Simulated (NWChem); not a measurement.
Program: NWChem. System: C2H5FSi2, charge 0, spin multiplicity 1, displaced from the optimised geometry. The structure started from a generated list of species.

The NWChem input:

```
start mol
memory heap 200 mb stack 800 mb global 1000 mb
geometry units angstroms nocenter noautoz noautosym
  F      2.042843     0.116548     0.991139
  Si     0.934906    -0.187537    -0.213828
  C     -0.437351    -1.452297     0.195231
  C     -1.604709    -0.738757    -0.019795
  Si    -1.070485     1.087836    -0.366314
  H      1.766054    -0.513776    -1.447406
  H     -0.420457    -2.538287     0.468448
  H     -2.622131    -1.206037     0.031424
  H     -1.557645     1.703861    -1.675243
  H     -1.400952     2.047445     0.771904
end
basis spherical
  * library def2-svp
end
dft
  xc becke88 perdew86
  semidirect memsize 60000000 filesize 0
  iterations 100
  convergence nodiis damp 40
end
task dft gradient
```

The output up to the point where the run's verdict is printed (cleaned and shortened):

```
             Northwest Computational Chemistry Package (NWChem) 7.3.0
             --------------------------------------------------------

                                NWChem Input Module
                                -------------------

 Scaling coordinates for geometry "geometry" by  1.889725989
 (inverse scale =  0.529177249)

                             Geometry "geometry" -> ""
                             -------------------------

 Output coordinates in angstroms (scale by  1.889725989 to convert to a.u.)

  No.       Tag          Charge          X              Y              Z
 ---- ---------------- ---------- -------------- -------------- --------------
    1 F                    9.0000     2.04284300     0.11654800     0.99113900
    2 Si                  14.0000     0.93490600    -0.18753700    -0.21382800
    3 C                    6.0000    -0.43735100    -1.45229700     0.19523100
    4 C                    6.0000    -1.60470900    -0.73875700    -0.01979500
    5 Si                  14.0000    -1.07048500     1.08783600    -0.36631400
    6 H                    1.0000     1.76605400    -0.51377600    -1.44740600
    7 H                    1.0000    -0.42045700    -2.53828700     0.46844800
    8 H                    1.0000    -2.62213100    -1.20603700     0.03142400
    9 H                    1.0000    -1.55764500     1.70386100    -1.67524300
   10 H                    1.0000    -1.40095200     2.04744500     0.77190400

 Effective nuclear repulsion energy (a.u.)     265.3852429540

            Nuclear Dipole moment (a.u.)
            ----------------------------
        X                 Y               Z
 ---------------- ---------------- ----------------
    -0.0000188973     0.0000000000     0.0000113384


 Summary of "ao basis" -> "" (spherical)
 ------------------------------------------------------------------------------
       Tag                 Description            Shells   Functions and Types
 ---------------- ------------------------------  ------  ---------------------
 *                          def2-svp                  on all atoms
[...]
 d= 0,ls=0.0         52   -540.5436018813 -1.03D+02  3.57D-01              49.9
 d= 0,ls=0.0         53   -437.5090778571  1.03D+02  3.57D-01              50.9
 d= 0,ls=0.0         54   -540.5436018813 -1.03D+02  3.57D-01              51.8
 d= 0,ls=0.0         55   -437.5090778571  1.03D+02  3.57D-01              52.8
 d= 0,ls=0.0         56   -540.5436018813 -1.03D+02  3.57D-01              53.7
 d= 0,ls=0.0         57   -437.5090778571  1.03D+02  3.57D-01              54.7
 d= 0,ls=0.0         58   -540.5436018813 -1.03D+02  3.57D-01              55.6
 d= 0,ls=0.0         59   -437.5090778571  1.03D+02  3.57D-01              56.6
 d= 0,ls=0.0         60   -540.5436018813 -1.03D+02  3.57D-01              57.5
 d= 0,ls=0.0         61   -437.5090778571  1.03D+02  3.57D-01              58.4
 d= 0,ls=0.0         62   -540.5436018813 -1.03D+02  3.57D-01              59.4
 d= 0,ls=0.0         63   -437.5090778571  1.03D+02  3.57D-01              60.3
 d= 0,ls=0.0         64   -540.5436018813 -1.03D+02  3.57D-01              61.2
 d= 0,ls=0.0         65   -437.5090778571  1.03D+02  3.57D-01              62.1
 d= 0,ls=0.0         66   -540.5436018813 -1.03D+02  3.57D-01              63.1
 d= 0,ls=0.0         67   -437.5090778571  1.03D+02  3.57D-01              64.0
 d= 0,ls=0.0         68   -540.5436018813 -1.03D+02  3.57D-01              64.9
 d= 0,ls=0.0         69   -437.5090778571  1.03D+02  3.57D-01              65.8
 d= 0,ls=0.0         70   -540.5436018813 -1.03D+02  3.57D-01              66.7
 d= 0,ls=0.0         71   -437.5090778571  1.03D+02  3.57D-01              67.6
 d= 0,ls=0.0         72   -540.5436018813 -1.03D+02  3.57D-01              68.5
 d= 0,ls=0.0         73   -437.5090778571  1.03D+02  3.57D-01              69.3
 d= 0,ls=0.0         74   -540.5436018813 -1.03D+02  3.57D-01              70.2
 d= 0,ls=0.0         75   -437.5090778571  1.03D+02  3.57D-01              71.2
 d= 0,ls=0.0         76   -540.5436018813 -1.03D+02  3.57D-01              72.1
 d= 0,ls=0.0         77   -437.5090778571  1.03D+02  3.57D-01              73.1
 d= 0,ls=0.0         78   -540.5436018813 -1.03D+02  3.57D-01              74.0
 d= 0,ls=0.0         79   -437.5090778571  1.03D+02  3.57D-01              75.0
 d= 0,ls=0.0         80   -540.5436018813 -1.03D+02  3.57D-01              75.9
 d= 0,ls=0.0         81   -437.5090778571  1.03D+02  3.57D-01              76.9
 d= 0,ls=0.0         82   -540.5436018813 -1.03D+02  3.57D-01              77.8
 d= 0,ls=0.0         83   -437.5090778571  1.03D+02  3.57D-01              78.8
 d= 0,ls=0.0         84   -540.5436018813 -1.03D+02  3.57D-01              79.8
 d= 0,ls=0.0         85   -437.5090778571  1.03D+02  3.57D-01              80.7
 d= 0,ls=0.0         86   -540.5436018813 -1.03D+02  3.57D-01              81.6
 d= 0,ls=0.0         87   -437.5090778571  1.03D+02  3.57D-01              82.6
 d= 0,ls=0.0         88   -540.5436018813 -1.03D+02  3.57D-01              83.5
 d= 0,ls=0.0         89   -437.5090778571  1.03D+02  3.57D-01              84.4
 d= 0,ls=0.0         90   -540.5436018813 -1.03D+02  3.57D-01              85.4
 d= 0,ls=0.0         91   -437.5090778571  1.03D+02  3.57D-01              86.3
 d= 0,ls=0.0         92   -540.5436018813 -1.03D+02  3.57D-01              87.2
 d= 0,ls=0.0         93   -437.5090778571  1.03D+02  3.57D-01              88.2
 d= 0,ls=0.0         94   -540.5436018813 -1.03D+02  3.57D-01              89.1
 d= 0,ls=0.0         95   -437.5090778571  1.03D+02  3.57D-01              90.1
 d= 0,ls=0.0         96   -540.5436018813 -1.03D+02  3.57D-01              91.0
 d= 0,ls=0.0         97   -437.5090778571  1.03D+02  3.57D-01              92.0
 d= 0,ls=0.0         98   -540.5436018813 -1.03D+02  3.57D-01              92.9
 d= 0,ls=0.0         99   -437.5090778571  1.03D+02  3.57D-01              93.8
 d= 0,ls=0.0        100   -540.5436018813 -1.03D+02  3.57D-01              94.8
```

Convergence was not reached. The next line reads: Calculation failed to converge. NWChem stopped with the message: dft gradient failed.
